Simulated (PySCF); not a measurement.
[OsCl3]+, triplet: data card

All numbers come from PySCF, UPBE0, basis Os def2-SVP with ECP60, Cl def2-SVP (scalar-relativistic core potentials, no spin–orbit coupling, density fitting).

The structure is a minimum.

```xyz
4
charge 1 multiplicity 3, angstrom
Os    0.0000    0.0000    0.0000
Cl    2.1365    0.0000    0.0000
Cl   -1.0683    1.8502    0.0000
Cl   -1.0682   -1.8503    0.0000
```

- Point group: D3h
- Bond lengths: Os–Cl 2.136 Å (×3)
- Bond angles: Cl–Os–Cl 120.0° (×3)
- Enthalpy at 298.15 K above 0 K: 17.61 kJ/mol
- Entropy at 298.15 K and 1 bar (electronic part: spin only): 346.6 J/(mol K)
- Highest occupied level (β): -13.55 eV
- Heat capacity Cp at 298.15 K: 74.1 J/(mol K)
- Principal polarisabilities: 37.0, 80.1, 80.1 bohr³
- Principal quadrupole moments (Buckingham, traceless) about the centre of mass: -11.62, 5.81, 5.81 D Å
- Rotational constants: 0.07041, 0.07041, 0.0352 cm⁻¹
- Lowest empty level (α): -10.56 eV
- Zero-point energy: 10.3 kJ/mol
- Rotational symmetry number: 6
- Spin squared ⟨S²⟩: 2.014
- Dipole moment about the centre of mass: 0.00 D

Harmonic modes (masses in u: Os 191.961, Cl 34.969):
| symmetry | ω (cm⁻¹) | IR (km/mol, summed over degenerate members) | type |
| --- | --- | --- | --- |
| a2'' | 73 | 0.2 | bend |
| e' | 115 | 1.5 | bend |
| a1' | 455 | 0.0 | stretch |
| e' | 484 | 77.2 | stretch |

In D3h the vibrations span a2'' + 2e' + a1'. The a1' mode carries no infrared intensity, as symmetry demands.

Charges (e):
```csv
atom,Mulliken,Löwdin,polar tensor,spin (Mulliken),Mayer order to Os1
Os1,0.67,-0.36,1.40,1.65,–
"Cl2,3,4",0.11,0.45,-0.13,0.12,1.44
```

Mulliken populations on Os1 (electrons outside its core potential): s 2.72, p 6.26, d 6.28, f 0.06.

Outer orbital energies (eV). α occupied: -18.09, -16.68, -16.68, -16.61, -15.97, -14.26, -14.17, -14.17; empty: -10.56, -10.56, -5.04, -4.21. β occupied: -18.98, -16.75, -16.75, -16.67, -16.67, -15.98, -15.98, -13.55; empty: -10.24, -10.24, -9.98, -9.98.

Formally Os is in oxidation state +4, d4, with 2 unpaired electrons (the high-spin count would be 4). The Mulliken spin on Os is 1.65. The polar-tensor charge on Os, 1.40, is far below the formal one.

Other isomers or separated fragments may lie lower. Other spin states or occupations of the open shell can lie lower. With an element this heavy the missing spin–orbit coupling can shift these numbers.

The final relaxation and frequency run took of the order of 90 core-seconds on a shared host.
